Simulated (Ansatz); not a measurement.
Steps of a relaxation of `FC(F)([SiH3])[SiH3]` with RKS PBE-D4/def2-SVP.

```sh
$ ansatz run in.yaml --threads 4 --pin off --events-out ev --progress --plain --max-ram 10444MiB
```

```yaml
crystal:
  periodic: [false, false, false]
  atoms:
    - {symbol: F, position_ang: [0.841800, -1.154500, 1.415100]}
    - {symbol: C, position_ang: [0.322700, -0.721000, 0.183100]}
    - {symbol: F, position_ang: [0.504700, -1.769900, -0.668800]}
    - {symbol: Si, position_ang: [-1.380400, -0.305300, 0.272400]}
    - {symbol: Si, position_ang: [1.226100, 0.754800, -0.421200]}
    - {symbol: H, position_ang: [-1.742200, 0.822300, 1.212500]}
    - {symbol: H, position_ang: [-1.995900, 0.082600, -1.039900]}
    - {symbol: H, position_ang: [-2.232400, -1.452200, 0.741700]}
    - {symbol: H, position_ang: [1.060800, 1.949900, 0.545800]}
    - {symbol: H, position_ang: [2.693900, 0.529200, -0.487100]}
    - {symbol: H, position_ang: [0.766200, 1.207200, -1.732900]}
basis:
  gaussian: {orbitals: def2-SVP}
hamiltonian: {xc: pbe, dispersion: d4}
relax: {f_tol: 0.03, max_steps: 200}
```

Positions (Å) and forces (eV/Å) along the path, 5 of 5 steps:

```xyz
11
step=1 energy=-22297.3310 eV
F     0.842   -1.155    1.415   -0.193    0.440    0.049
C     0.323   -0.721    0.183    2.659   -1.471    0.952
F     0.505   -1.770   -0.669    0.071   -0.816   -1.015
Si   -1.380   -0.305    0.272   -5.149    0.526    0.821
Si    1.226    0.755   -0.421    1.899    2.343    0.461
H    -1.742    0.822    1.212    0.442   -0.023   -0.039
H    -1.996    0.083   -1.040    0.377    0.028   -0.227
H    -2.232   -1.452    0.742    0.154   -0.190    0.037
H     1.061    1.950    0.546   -0.140   -0.614   -0.308
H     2.694    0.529   -0.487    0.281   -0.243   -0.060
H     0.766    1.207   -1.733   -0.402    0.021   -0.672
11
step=2 energy=-22297.8931 eV
F     0.808   -1.075    1.410   -0.056    0.073    0.100
C     0.299   -0.670    0.168    1.357   -0.637    0.448
F     0.495   -1.725   -0.698    0.061   -0.450   -0.456
Si   -1.502   -0.341    0.306   -2.102    0.393    0.182
Si    1.313    0.808   -0.423    0.509    0.851    0.018
H    -1.730    0.817    1.250    0.050   -0.144   -0.055
H    -1.992    0.069   -1.062    0.027   -0.056    0.086
H    -2.266   -1.555    0.778    0.154    0.088   -0.033
H     1.062    1.933    0.561    0.106   -0.134   -0.152
H     2.777    0.477   -0.504   -0.066   -0.053    0.049
H     0.801    1.204   -1.766   -0.039    0.069   -0.188
11
step=3 energy=-22298.0193 eV
F     0.778   -1.030    1.419   -0.002   -0.077   -0.294
C     0.303   -0.637    0.159   -0.026   -0.197    0.036
F     0.484   -1.704   -0.740    0.075    0.240    0.353
Si   -1.606   -0.357    0.321    0.187    0.065   -0.093
Si    1.385    0.856   -0.438   -0.134   -0.195    0.009
H    -1.820    0.773    1.285   -0.075    0.014    0.015
H    -2.093    0.013   -1.049   -0.117    0.022    0.002
H    -2.257   -1.616    0.806    0.010   -0.019    0.010
H     1.187    1.974    0.540    0.022    0.072   -0.005
H     2.822    0.430   -0.482    0.002    0.001   -0.012
H     0.884    1.241   -1.800    0.056    0.073   -0.022
11
step=4 energy=-22298.0341 eV
F     0.764   -1.005    1.411   -0.014   -0.022   -0.098
C     0.289   -0.611    0.156    0.040   -0.088    0.026
F     0.494   -1.675   -0.728    0.011    0.036    0.092
Si   -1.619   -0.361    0.318   -0.074    0.029   -0.001
Si    1.396    0.854   -0.442    0.029    0.069   -0.027
H    -1.887    0.742    1.304    0.006   -0.004   -0.017
H    -2.180    0.002   -1.028    0.007    0.008    0.014
H    -2.213   -1.651    0.802    0.005   -0.009    0.002
H     1.251    2.002    0.517   -0.010   -0.010   -0.013
H     2.817    0.375   -0.472    0.004   -0.010    0.002
H     0.955    1.272   -1.817   -0.004    0.000    0.019
11
step=5 energy=-22298.0353 eV
F     0.768   -1.015    1.410   -0.007    0.002   -0.022
C     0.293   -0.619    0.159    0.012   -0.024    0.006
F     0.500   -1.684   -0.720   -0.001    0.013    0.018
Si   -1.618   -0.359    0.317   -0.011   -0.002    0.002
Si    1.394    0.855   -0.443    0.008    0.007   -0.004
H    -1.879    0.747    1.300    0.001    0.000   -0.001
H    -2.172    0.012   -1.029    0.001    0.001    0.000
H    -2.220   -1.646    0.799    0.000    0.002    0.000
H     1.239    2.000    0.516   -0.001   -0.001   -0.001
H     2.817    0.382   -0.475   -0.001    0.002    0.000
H     0.943    1.270   -1.814   -0.001    0.000    0.001
```

Run time 6.5 s (4 threads of an Arm Neoverse V2 on a shared host); peak host memory 0.15 GiB.
